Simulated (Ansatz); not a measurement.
Geometry optimisation, RKS B3LYP/def2-SVP (Ansatz).

The input (input.yaml):

```yaml
crystal:
  periodic: [false, false, false]
  atoms:
    - { symbol: Al, position_ang: [-0.606511, -1.144084, 0.632348] }
    - { symbol: C, position_ang: [0.656801, 1.553671, -0.712638] }
    - { symbol: O, position_ang: [-1.22668, -2.000637, -0.68215] }
    - { symbol: O, position_ang: [0.814497, -1.698807, 1.351155] }
    - { symbol: H, position_ang: [-0.106849, 1.367319, 0.03882] }
    - { symbol: F, position_ang: [-1.45516, 0.205209, 1.305509] }
    - { symbol: H, position_ang: [0.184532, 1.987786, -1.605786] }
    - { symbol: H, position_ang: [1.398564, 2.256779, -0.308508] }
    - { symbol: H, position_ang: [1.170984, 0.623909, -1.005168] }
    - { symbol: H, position_ang: [-2.01017, -1.784035, -1.189247] }
    - { symbol: H, position_ang: [1.179891, -1.367309, 2.175568] }
basis:
  gaussian: { orbitals: def2-SVP }
hamiltonian:
  xc: b3lyp
relax:
  f_tol: 0.03
  max_steps: 50
output:
  orbitals: {}
```

Launched with:

```bash
$ ansatz run input.yaml --threads 2 --pin off --max-ram 3072MiB --backend cpu --events-out ev --progress --plain --runs-dir out
```

**Question.** Where does it end, and by what steps?

**Answer.** The forces met the threshold. The force dipped under the threshold on the way, but the program's further checks kept it going. After 13 steps the energy has fallen by 0.113 eV; H7 moved furthest, 0.83 Å.

| step | energy less start (eV) | largest force component (eV/Å) | accepted |
| --- | --- | --- | --- |
| 0 | 0.0000 | 1.228 | yes |
| 1 | -0.0403 | 0.793 | yes |
| 2 | -0.0544 | 0.563 | yes |
| 3 | -0.0720 | 0.406 | yes |
| 4 | -0.0868 | 0.321 | yes |
| 5 | -0.0858 | 0.639 | no |
| 6 | -0.0980 | 0.129 | yes |
| 7 | -0.1044 | 0.058 | yes |
| 8 | -0.1056 | 0.184 | yes |
| 9 | -0.1086 | 0.070 | yes |
| 10 | -0.1084 | 0.228 | no |
| 11 | -0.1127 | 0.022 | yes |
| 12 | -0.1129 | 0.055 | yes |
| 13 | -0.1132 | 0.013 | yes |

```xyz
11
Properties=species:S:1:pos:R:3
Al -0.550 -0.979 0.577
C 0.584 1.371 -0.627
O -1.135 -1.581 -0.894
O 0.931 -1.578 1.146
H -0.320 1.485 -0.006
F -1.512 -0.010 1.541
H 0.305 1.167 -1.669
H 1.155 2.308 -0.563
H 1.228 0.559 -0.249
H -2.009 -1.399 -1.248
H 1.322 -1.343 1.992
```

Whether the end is a true minimum wasn't checked by a vibrational analysis.

The run took 41 s on 2 threads of Arm Neoverse V1, on a shared host, peak memory 0.21 GiB.
